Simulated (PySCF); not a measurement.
## Structure elucidation problem

The spectra below were simulated for a compound C$_{6}$H$_{14}$O.

1H NMR (500 MHz, computed): δ 3.58 (q, 2H), 1.25 (t, 3H), 1.24 (s, 9H).

13C{1H} NMR (computed): δ 74.5 (C), 60.5 (CH2), 29.6 (CH3, 3C), 18.6 (CH3).

[PySCF 2.14.0 with density-fitted response routines: GFN2-xTB structure; GIAO PBE0/pcSseg-1 shieldings; single conformer; gas phase; equivalent nuclei averaged; non-relativistic Hamiltonian]

Referencing at the same level of theory: 1H (σ = 31.72 ppm) and 13C (σ = 186.93 ppm) vs TMS.

Question: Deduce the structure.

Answer: 
The formula gives 0 degrees of unsaturation. 4 carbon signals for 6 carbons: some carbons are equivalent by symmetry or fast rotation. Carbon types of the structure: 1 × C, 1 × CH2, 4 × CH3, which accounts for all hydrogens. δC 74.5: fully substituted sp3 carbon bonded to O; the inductive effect lowers its shielding. δC 60.5: sp3 CH2 bonded to O; the inductive effect lowers its shielding. δC 29.6, 18.6: methyl carbon; saturated and bonded to C and H only. δH 3.58: hydrogen on an sp3 CH2 bonded to O; its carbon carries O, hence the downfield position. δH 1.25, 1.24: hydrogen on a methyl carbon.

These data were computed for SMILES CCOC(C)(C)C.

The shifts were computed for this structure.

Shifts are as computed. Against solution values, carbons near 30 ppm lie about +3 ppm off and those near 130 ppm about +5 ppm. Of 246 compounds with measured shifts, 49 miss one by over three times the rms of a fit or turn the order of signals round; such compounds aren't used in these exercises. Multiplicities follow the n + 1 count of equivalent neighbours, as no J values were calculated; m marks all less simple cases, F and P coupling included.
